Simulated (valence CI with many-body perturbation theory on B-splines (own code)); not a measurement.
**Pt28+: electric-dipole lines**

Level of theory: configuration interaction combined with many-body perturbation theory (CI+MBPT): four valence electrons over a frozen Dirac-Fock core [Kr] 4d10, radial functions for each j: 7 s, 7 p, 7 d, 7 f, 4 g, 2 h, with the one-electron correlation potential Σ1, the two-electron term Σ2, the three-electron term Σ3, Breit, model QED; selected CI, second order for the rest, scaled by the run's own slope (own B-spline code, finite nucleus).

The last digits are not significant, and no measured levels were compared; by estimate large intervals hold to a few tenths of a per cent, small ones and those within an open d or f shell to about a per cent. Excitations out of the core, of the other parity, are not computed and may begin above about 181 eV (a cautious bound); beyond it only levels of the ground parity were kept, without lifetimes.

Lines 51 to 100 of 334 in falling wavelength, among levels below 1456000 cm⁻¹, chosen from the strongest by gf and those to the six lowest levels. Wavelengths and rates use the calculated energies. Electric multipoles are in the length gauge, E1 and E2 with the static RPA response of the core. Weak lines are less certain than strong ones. Lines between different terms over intervals too small for the method are left out, as are lines whose strength nearly cancels. Where a level lies close to another of its J and parity, the split of strength between their lines is uncertain. The highest levels of a list are the least certain.

Levels are named by their leading jj configuration (3d3/2^4 stands for four electrons in 3d with j = 3/2), which in mixed levels can hold well under half, so a name can repeat and another be missing. Letters in brackets count levels of one name in rising energy.

| λ vac (nm) | Upper | Lower | A (s⁻¹) | S (a.u.) |
| --- | --- | --- | --- | --- |
| 30.61 | (4f5/2^3 5p1/2) J=3 | (4f5/2^2 4f7/2 5s) J=2 [e] | 1.10e+07 | 1.09e-03 |
| 30.56 | (4f5/2^2 4f7/2 5p1/2) J=2 [a] | (4f5/2 4f7/2^2 5s) J=3 [b] | 1.43e+06 | 1.00e-04 |
| 30.54 | (4f5/2^2 4f7/2 5p1/2) J=6 | (4f5/2 4f7/2^2 5s) J=6 [b] | 3.57e+07 | 6.53e-03 |
| 30.51 | (4f5/2^3 5p1/2) J=1 | (4f5/2^2 4f7/2 5s) J=1 [c] | 4.18e+07 | 1.76e-03 |
| 30.45 | (4f5/2^2 4f7/2 5p1/2) J=1 | (4f5/2 4f7/2^2 5s) J=2 [a] | 1.25e+07 | 5.22e-04 |
| 30.43 | (4f5/2^2 4f7/2 5p1/2) J=5 [b] | (4f5/2^2 4f7/2 5s) J=5 [c] | 7.97e+06 | 1.22e-03 |
| 30.41 | (4f5/2^2 4f7/2 5p1/2) J=6 | (4f5/2 4f7/2^2 5s) J=6 [a] | 5.39e+06 | 9.72e-04 |
| 30.40 | (4f5/2^3 5p1/2) J=5 | (4f5/2^2 4f7/2 5s) J=5 [b] | 6.20e+06 | 9.46e-04 |
| 30.37 | (4f5/2^3 5p1/2) J=2 | (4f5/2^2 4f7/2 5s) J=1 [b] | 1.69e+06 | 1.17e-04 |
| 30.36 | (4f5/2^2 4f7/2 5p1/2) J=2 [b] | (4f5/2 4f7/2^2 5s) J=2 [a] | 1.39e+07 | 9.58e-04 |
| 30.35 | (4f5/2^3 5p1/2) J=5 | (4f5/2^2 4f7/2 5s) J=4 [a] | 2.68e+07 | 4.07e-03 |
| 30.31 | (4f5/2^3 5p1/2) J=2 | (4f5/2^2 4f7/2 5s) J=2 [c] | 2.52e+06 | 1.73e-04 |
| 30.30 | (4f5/2^2 4f7/2 5p1/2) J=7 | (4f5/2^2 4f7/2 5s) J=6 [c] | 4.82e+06 | 9.92e-04 |
| 30.24 | (4f5/2^2 4f7/2 5p1/2) J=2 [a] | (4f5/2^2 4f7/2 5s) J=2 [e] | 4.54e+06 | 3.10e-04 |
| 30.23 | (4f5/2^3 5p1/2) J=4 | (4f5/2^2 4f7/2 5s) J=3 [b] | 1.46e+06 | 1.80e-04 |
| 30.21 | (4f5/2^2 4f7/2 5p1/2) J=6 | (4f5/2 4f7/2^2 5s) J=5 [a] | 4.56e+06 | 8.05e-04 |
| 30.20 | (4f5/2^2 4f7/2 5p1/2) J=4 | (4f5/2^2 4f7/2 5s) J=5 [c] | 1.06e+07 | 1.30e-03 |
| 30.15 | (4f5/2^2 4f7/2 5p1/2) J=5 [b] | (4f5/2^2 4f7/2 5s) J=6 [c] | 8.13e+06 | 1.21e-03 |
| 30.14 | (4f5/2^2 4f7/2 5p1/2) J=5 [a] | (4f5/2 4f7/2^2 5s) J=6 [b] | 2.02e+07 | 3.00e-03 |
| 30.01 | (4f5/2^2 4f7/2 5p1/2) J=5 [a] | (4f5/2 4f7/2^2 5s) J=6 [a] | 8.79e+05 | 1.29e-04 |
| 30.00 | (4f5/2^2 4f7/2 5p1/2) J=5 [b] | (4f5/2 4f7/2^2 5s) J=4 [c] | 1.35e+07 | 1.98e-03 |
| 29.99 | (4f5/2^2 4f7/2 5p1/2) J=7 | (4f5/2^2 4f7/2 5s) J=7 [c] | 1.08e+07 | 2.16e-03 |
| 29.98 | (4f5/2^3 5p1/2) J=3 | (4f5/2 4f7/2^2 5s) J=4 [c] | 5.88e+06 | 5.48e-04 |
| 29.96 | (4f5/2 4f7/2^2 5p1/2) J=6 | (4f5/2^2 4f7/2 5s) J=6 [c] | 7.63e+05 | 1.32e-04 |
| 29.91 | (4f5/2^3 5p1/2) J=1 | (4f5/2^2 4f7/2 5s) J=1 [b] | 4.58e+06 | 1.81e-04 |
| 29.85 | (4f5/2^3 5p1/2) J=1 | (4f5/2^2 4f7/2 5s) J=2 [c] | 7.88e+06 | 3.10e-04 |
| 29.78 | (4f5/2^2 4f7/2 5p1/2) J=4 | (4f5/2 4f7/2^2 5s) J=4 [c] | 1.81e+06 | 2.13e-04 |
| 29.66 | (4f5/2 4f7/2^2 5p1/2) J=6 | (4f5/2^2 4f7/2 5s) J=7 [c] | 1.80e+07 | 3.02e-03 |
| 29.63 | (4f5/2^2 4f7/2 5p1/2) J=1 | (4f5/2^2 4f7/2 5s) J=2 [e] | 3.04e+07 | 1.17e-03 |
| 29.62 | (4f5/2^2 4f7/2 5p1/2) J=7 | (4f5/2^2 4f7/2 5s) J=8 | 1.19e+06 | 2.28e-04 |
| 29.55 | (4f5/2^2 4f7/2 5p1/2) J=2 [b] | (4f5/2 4f7/2^2 5s) J=1 [a] | 5.62e+07 | 3.58e-03 |
| 29.55 | (4f5/2^2 4f7/2 5p1/2) J=2 [b] | (4f5/2^2 4f7/2 5s) J=2 [e] | 3.37e+06 | 2.14e-04 |
| 29.52 | (4f5/2^3 5p1/2) J=4 | (4f5/2^2 4f7/2 5s) J=3 [a] | 1.09e+07 | 1.25e-03 |
| 29.47 | (4f5/2^3 5p1/2) J=3 | (4f5/2^2 4f7/2 5s) J=2 [d] | 5.10e+07 | 4.51e-03 |
| 29.46 | (4f5/2^2 4f7/2 5p1/2) J=6 | (4f5/2^2 4f7/2 5s) J=7 [a] | 1.68e+06 | 2.76e-04 |
| 29.41 | (4f5/2^3 5p1/2) J=4 | (4f5/2^2 4f7/2 5s) J=5 [b] | 3.00e+07 | 3.39e-03 |
| 29.37 | (4f5/2^2 4f7/2 5p1/2) J=4 | (4f5/2 4f7/2^2 5s) J=3 [a] | 2.65e+06 | 2.99e-04 |
| 29.36 | (4f5/2^3 5p1/2) J=2 | (4f5/2^2 4f7/2 5s) J=3 [d] | 1.53e+07 | 9.53e-04 |
| 29.36 | (4f5/2^3 5p1/2) J=4 | (4f5/2^2 4f7/2 5s) J=4 [a] | 1.71e+06 | 1.92e-04 |
| 29.26 | (4f5/2^2 4f7/2 5p1/2) J=5 [b] | (4f5/2 4f7/2^2 5s) J=4 [b] | 2.70e+06 | 3.67e-04 |
| 29.23 | (4f5/2^3 5p1/2) J=3 | (4f5/2 4f7/2^2 5s) J=4 [b] | 2.39e+06 | 2.06e-04 |
| 29.22 | (4f5/2^2 4f7/2 5p1/2) J=3 | (4f5/2 4f7/2^2 5s) J=4 [c] | 9.53e+06 | 8.22e-04 |
| 29.21 | (4f5/2^2 4f7/2 5p1/2) J=2 [a] | (4f5/2 4f7/2^2 5s) J=3 [a] | 1.69e+07 | 1.04e-03 |
| 29.13 | (4f5/2^3 5p1/2) J=3 | (4f5/2^2 4f7/2 5s) J=3 [e] | 2.83e+06 | 2.42e-04 |
| 29.13 | (4f5/2^2 4f7/2 5p1/2) J=2 [a] | (4f5/2^2 4f7/2 5s) J=2 [d] | 2.95e+07 | 1.80e-03 |
| 29.08 | (4f5/2^2 4f7/2 5p1/2) J=5 [a] | (4f5/2^2 4f7/2 5s) J=4 [c] | 3.15e+07 | 4.20e-03 |
| 29.05 | (4f5/2^2 4f7/2 5p1/2) J=4 | (4f5/2 4f7/2^2 5s) J=4 [b] | 2.00e+07 | 2.17e-03 |
| 29.02 | (4f5/2 4f7/2^2 5p1/2) J=6 | (4f5/2 4f7/2^2 5s) J=5 [c] | 3.79e+07 | 5.93e-03 |
| 28.95 | (4f5/2^2 4f7/2 5p1/2) J=4 | (4f5/2^2 4f7/2 5s) J=3 [e] | 3.27e+07 | 3.52e-03 |
| 28.91 | (4f5/2^2 4f7/2 5p1/2) J=2 [a] | (4f5/2^2 4f7/2 5s) J=1 [c] | 2.22e+06 | 1.33e-04 |
